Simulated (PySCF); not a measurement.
**OsS3F2: one run**

OsS3F2 (singlet). PySCF 2.14.0, RKS CAM-B3LYP, Os def2-SVP with ECP60, S def2-SVP, F def2-SVP; non-relativistic Hamiltonian with scalar-relativistic core potentials where named; density fitting; no spin-orbit coupling. Purpose: singlet excitations, Tamm-Dancoff CAM-B3LYP.

```python
mol = gto.M(atom='''
Os    -0.04669     0.00000    -0.00000
S     -1.11343     0.00000     1.84174
S     -1.11343    -0.00000    -1.84174
S      2.08184    -0.00000    -0.00000
F     -0.04586     1.93298    -0.00000
F     -0.04586    -1.93298     0.00000''',
    basis={'Os': 'def2-SVP', 'S': 'def2-SVP', 'F': 'def2-SVP'},
    ecp={'Os': 'def2-SVP'},
    charge=0, spin=0)
mf = dft.RKS(mol, xc='CAMB3LYP')
mf.grids.atom_grid = (50, 194)
mf = mf.density_fit()  # fitting sets: Os def2-universal-JKFIT, S def2-universal-JKFIT, F def2-universal-JKFIT
mf.conv_tol = 1e-08; mf.max_cycle = 55
mf.kernel(dm0)  # dm0: converged density of the relaxed state
td = mf.TDA(); td.nstates = 8; td.kernel()
```

Run from Python with OMP_NUM_THREADS=2; the lines above give its settings. Where DIIS fails, smearing, a level shift and second-order steps follow.
It took 62 s on 2 threads of Arm Neoverse V1 (shared host), from an already converged density.

Problem. Where do the frontier levels lie, over both spins?

Solution. HOMO -9.44 eV, LUMO -4.43 eV. 

Problem. What are the Mulliken charges and spins?

Solution. 
```tsv
atom	charge (e)	spin (e)
Os1	0.655	0.000
S2	0.036	0.000
S3	0.036	0.000
S4	0.036	0.000
F5	-0.382	0.000
F6	-0.382	0.000
```

Problem. Which singlet excitations follow (Tamm-Dancoff, 8 states)?

Solution. 
| state | eV | oscillator strength |
| --- | --- | --- |
| 1 | 1.36 | 0.0000 |
| 2 | 1.36 | 0.0000 |
| 3 | 2.13 | 0.0000 |
| 4 | 2.19 | 0.0000 |
| 5 | 2.21 | 0.0058 |
| 6 | 2.22 | 0.0059 |
| 7 | 2.39 | 0.0154 |
| 8 | 2.39 | 0.0157 |

The geometry was relaxed with B3LYP (Os def2-SVP with ECP60, S def2-SVP, F def2-SVP).
